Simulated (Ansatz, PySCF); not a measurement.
Process, species as SMILES: O[Si](O)(F)F [difluoro(dihydroxy)silane] -> O[Si](O)F + F atom (the F-Si bond at the site shown breaks; other sites are not compared here)
Structures are relaxed separately at B3LYP-D3(BJ)/def2-TZVP in Ansatz (a program for electronic structure), one conformer each, not searched for the lowest.

Wanted: bond dissociation energy (enthalpy at 298 K, with B3LYP-D3(BJ) rigid-rotor harmonic-oscillator terms from PySCF), in kcal/mol. Valence correlation only, unless marked. Open shells are spin-unrestricted. No spin-orbit coupling. No relativistic terms. CBS(X,Y): correlation extrapolated as X^-3; Hartree-Fock from the larger set (for Q and 5 zeta extrapolated as (X+1)exp(-9√X)).

CCSD(T)/CBS(cc-pV(Q+d)Z,cc-pV(5+d)Z) (Ansatz) gives 167.4 kcal/mol.

Another calculation gave 156.1 kcal/mol. Which level was it?
A. SVWN5/def2-TZVPD (Ansatz)
B. BLYP/def2-TZVPD (Ansatz)
C. r2SCAN/def2-TZVPD (Ansatz)
D. wB97X-V/def2-TZVPD (Ansatz)

B, BLYP/def2-TZVPD (Ansatz). The others give 162.7 (wB97X-V), 181.7 (SVWN5), 159.4 (r2SCAN) kcal/mol.
